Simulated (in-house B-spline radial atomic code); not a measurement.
Ionisation energies along the 68-electron series, configuration [Xe] 4f14, as differences of self-consistent energies. Dirac energy differences include first-order Breit, QED and recoil terms. NIST's values go from ground level to ground level; the uncertainty of those that are theory runs from under 0.1 % in few-electron ions to several per cent in heavy many-electron ones. Computed with a radial B-spline atomic code at the basis-set limit: Dirac-Hartree-Fock, average of the configuration, finite nuclei.

```json
{"ion": "Yb2+", "configuration after": "[Xe] 4f13", "ionisation energy (eV)": "20.99", "IE/(q+1)² (eV)": "2.3318", "Breit and QED recoil part (eV)": "0.12281", "tabulated value (eV)": "25.053", "tabulated kind": "semi-empirical", "computed minus tabulated (eV)": "-4.07"}
{"ion": "Lu3+", "configuration after": "[Xe] 4f13", "ionisation energy (eV)": "?", "IE/(q+1)² (eV)": "?", "Breit and QED recoil part (eV)": "?", "tabulated value (eV)": "?", "tabulated kind": "semi-empirical", "computed minus tabulated (eV)": "?"}
{"ion": "Hf4+", "configuration after": "[Xe] 4f13", "ionisation energy (eV)": "65.52", "IE/(q+1)² (eV)": "2.6207", "Breit and QED recoil part (eV)": "0.16471", "tabulated value (eV)": "68.37", "tabulated kind": "semi-empirical", "computed minus tabulated (eV)": "-2.85"}
{"ion": "Ta5+", "configuration after": "[Xe] 4f13", "ionisation energy (eV)": "?", "IE/(q+1)² (eV)": "?", "Breit and QED recoil part (eV)": "?", "tabulated value (eV)": "?", "tabulated kind": "semi-empirical", "computed minus tabulated (eV)": "?"}
{"ion": "W6+", "configuration after": "[Xe] 4f13", "ionisation energy (eV)": "119.92", "IE/(q+1)² (eV)": "2.4473", "Breit and QED recoil part (eV)": "0.19246", "tabulated value (eV)": "122.01", "tabulated kind": "semi-empirical", "computed minus tabulated (eV)": "-2.09"}
{"ion": "Re7+", "configuration after": "[Kr] 4d10 4f14 5s2 5p5", "ionisation energy (eV)": "147.14", "IE/(q+1)² (eV)": "2.2991", "Breit and QED recoil part (eV)": "-0.16682", "tabulated value (eV)": "144.4", "tabulated kind": "semi-empirical", "computed minus tabulated (eV)": "2.74"}
```

(1) Fill in the row of Lu3+.

(2) Fill in the row of Ta5+.

Where a p, d or f electron is removed, the computed value is a mean over both j, so it misses the tabulated one by a part of the spin-orbit splitting; averaging over terms and missing correlation add to the gap, relatively most at low charge.

Results:

(1) ionisation energy (eV): 41.91; IE/(q+1)² (eV): 2.6193; Breit and QED recoil part (eV): 0.14631; tabulated value (eV): 45.249; computed minus tabulated (eV): -3.34.

(2) ionisation energy (eV): 91.57; IE/(q+1)² (eV): 2.5437; Breit and QED recoil part (eV): 0.17984; tabulated value (eV): 94.01; computed minus tabulated (eV): -2.44.
